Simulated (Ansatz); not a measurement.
Spectroscopic constants of ZnSb, multiplicity 4 (lowest of 2S+1 = 2, 4 at CCSD(T)/def2-TZVPP on PBE0 minima; our sources give no spin for the ground state, which may be another). No spin–orbit coupling. Zn is treated without relativity.

Seven points along R, fitted to fifth degree in 1/R; most abundant isotopes. Runs in def2 and cc sets follow the lowest solution found near the PBE0 minimum.

Correlated levels freeze the inner cores; with def2 sets outer-core shells near the valence are correlated too.

Run with Ansatz (a first-principles code). Values without a source in brackets are computed. In def2 rows elements past Kr take small-core potentials, without spin–orbit coupling.

Q: What bond length and harmonic frequency does B97M-V/def2-TZVPP give?

A: r_e = 2.888 Å, ω_e = 96 cm⁻¹.

Q: What bond length and harmonic frequency does CAM-B3LYP/def2-TZVPP give?

A: r_e = 2.810 Å, ω_e = 110 cm⁻¹.

Q: What bond length and harmonic frequency does CCSD(T)/def2-TZVPP give?

A: r_e = 2.915 Å, ω_e = 77 cm⁻¹.
